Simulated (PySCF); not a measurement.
**Tl (thallium, neutral) across methods**

[Xe] 4f14 5d10 6s2 6d1, 2D determinant (an excited configuration). All numbers are calculated (PySCF 2.14, scalar relativity through the core potential, in aug-cc-pVTZ-PP with ECP60MDF (6s5p4d2f, 55 functions)).

| method | E (hartree) | mean ε 6s α (eV) | mean ε 6s β (eV) | mean ε 6d α (eV) | Σ⟨r²⟩ (bohr²) | ⟨S²⟩ |
| --- | --- | --- | --- | --- | --- | --- |
| PW91 | -172.4724 | -12.356 | -12.322 | -0.646 | 102.1 | 0.750 |
| r2SCAN | -172.4367 | -12.429 | -12.492 | -0.532 | 102.0 | 0.750 |
| PBE0 | -172.3615 | -13.136 | -13.109 | -0.837 | 102.2 | 0.750 |
| LC-wPBE | -172.3656 | -15.567 | -15.551 | -1.430 | 102.3 | 0.750 |
| wB97M-V | -172.2643 | -15.040 | -15.010 | -0.937 | 98.36 | 0.750 |
| PBE | -172.4031 | -12.275 | -12.244 | -0.645 | 102.2 | 0.750 |
| UHF | -171.37476 | -14.738 | -14.719 | -1.189 | 103.5 | 0.750 |
| r2SCAN0 | -172.3744 | -13.302 | -13.348 | -0.719 | 101.8 | 0.750 |
| LDA | -172.1159 | -12.638 | -12.595 | -0.517 | 100.8 | 0.750 |

Energies and moments cover only the electrons outside the core potential. Spin-orbit coupling, absent here, splits the open shell strongly. The outer electron is Rydberg-like, and this basis confines it to a smaller radius and binds it less than a complete one would.
